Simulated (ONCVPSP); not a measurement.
**Before and after: ONCV potential for Ta (Z = 73)**

```json
{
  "Element": "Ta (Z = 73)",
  "Generator": "ONCVPSP 4.0.1",
  "Type": "optimised norm-conserving Vanderbilt (ONCV)",
  "Functional": "PBE",
  "Relativity": "scalar-relativistic",
  "Frozen core": "[Kr] 4d10 4f14",
  "Valence charge": "13",
  "Reference configuration": "5s2 5p6 5d4 6s1",
  "Partial waves": "5s+6s: rc 1.85 bohr, ncon 3, nbas 8, qcut 5 1/bohr, 2 projectors; 5p: rc 1.85 bohr, ncon 4, nbas 7, qcut 9.5 1/bohr, 2 projectors, debl 0.9 Ha; 5d: rc 2.95 bohr, ncon 5, nbas 10, qcut 4.7 1/bohr, 3 projectors, debl 3.1 Ha",
  "Local potential": "polynomial inside 1.25 bohr (lpopt 5, dvloc0 6 Ha)",
  "Core correction": "Teter function, fcfact 6, rcfact 1.1"
}
```

In the p channel the program set the typed energies aside and used -1.391, 0.250 Ha.

Change: core correction Teter function, fcfact 6, rcfact 1.54.

Cutoffs: the cutoffs (Ha) at which the residual kinetic energy of the hardest occupied pseudo-wave falls to 1 and 0.1 mHa per electron; they do not see the model core or the augmentation charge, which bear on the density cutoff. Errors are all-electron minus pseudo energies relative to the spin-unpolarised reference configuration.

Problem. What does the change do?

Solution. The potential gets neither clearly harder nor softer (25 Ha and 31 Ha → 25 Ha and 31 Ha); of the 4 tests that both files solve, the error grows in 1 and shrinks in 3 by more than 15 % and 0.3 meV (median size 10.8 → 6.7 meV); neither file shows a bound ghost. A model core, the more so a compact one, raises the density cutoff, which this test does not measure.

| quantity | base | changed |
| --- | --- | --- |
| cutoff, loose | 25 Ha | 25 Ha |
| cutoff, tight | 31 Ha | 31 Ha |
| bound ghosts | none | none |
| GHOST(+) flags under 300 eV | none | none |
| error for 5s2 5p6 5d3 6s2, meV [ΔE -2.09 eV] | +14 | +6.0 |
| error for 5s2 5p6 5d3 6s1, meV [ΔE 6.37 eV] | +7.8 | +4.2 |
| error for 5s2 5p6 5d3 6s0, meV [ΔE 21.35 eV] | +6.3 | -7.4 |
| error for 5s2 5p6 5d3 6s1 6p1, meV [ΔE 2.08 eV] | +14 | +7.9 |
| s: phases at 1.88 bohr within 0.05 rad from the reference energy up to (Ha; the scan ends near 5) | 4.1 | 4.1 |
| p: phases at 1.88 bohr within 0.05 rad from the reference energy up to (Ha; the scan ends near 5) | to the end of the scan | to the end of the scan |
| d: phases at 2.99 bohr within 0.05 rad from the reference energy up to (Ha; the scan ends near 5) | to the end of the scan | to the end of the scan |
| rms error of d²Exc/dni dnj with the model core, mHa | 1.81 | 2.90 |
